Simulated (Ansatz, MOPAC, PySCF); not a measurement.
Noncovalent pair: C2H4 (SMILES C=C) (first 6 atoms) with CH4O (SMILES CO); geometry from B3LYP-D3(BJ)/def2-TZVP, rigid monomers moved along the line of their centres of mass till C2···H12 is 4.34 Å.
(charge 0, multiplicity 1):
```xyz
12

C      0.595    -0.267    -0.049
C     -0.646     0.202    -0.044
H      0.819    -1.282    -0.351
H      1.436     0.348     0.248
H     -0.870     1.219     0.256
H     -1.488    -0.411    -0.343
C      0.122     0.300     5.697
O     -0.343    -0.910     5.126
H      1.159     0.520     5.415
H      0.080     0.183     6.779
H     -0.504     1.157     5.420
H     -0.311    -0.822     4.165
```

Counterpoise-corrected where a basis set is named; no monomer relaxation. Rows marked so take none.

Correlated levels freeze the cores. Rows in 3-21G, 6-311+G**, 6-31G*, STO-3G carry no dispersion term and start afresh at each structure (6-31G* with six Cartesian d functions). MP2/6-31G* freezes PySCF's default core. The state reached by PM3 isn't checked.

Programs: Ansatz (a quantum-chemistry and plane-wave program); MOPAC for PM3 (differences of heats of formation); PySCF for 3-21G rows, 6-311+G** rows, 6-31G* rows, STO-3G rows, the dispersion terms. Values without a source in brackets are computed.

Other levels give for the interaction energy: PBE/def2-TZVPPD -0.41; B3LYP/def2-TZVPPD -0.30; B3LYP-D3(BJ)/def2-TZVPPD -0.49; wB97M-V/def2-TZVPPD -0.52; CCSD(T)/aug-cc-pVDZ -0.48 kcal/mol.

Task: What do these common cheap choices give for the same quantity: PM3, HF/STO-3G (no counterpoise), HF/6-31G*, HF/6-31G* (no counterpoise), BP86/6-31G* (no counterpoise), B3LYP/3-21G (no counterpoise), B3LYP/6-311+G** (no counterpoise), MP2/6-31G*?

Result: PM3 -0.07; HF/STO-3G (no counterpoise) -0.11; HF/6-31G* -0.37; HF/6-31G* (no counterpoise) -0.45; BP86/6-31G* (no counterpoise) -0.35; B3LYP/3-21G (no counterpoise) -0.36; B3LYP/6-311+G** (no counterpoise) -0.38; MP2/6-31G* -0.40 kcal/mol. They span -0.45 to -0.07 kcal/mol.
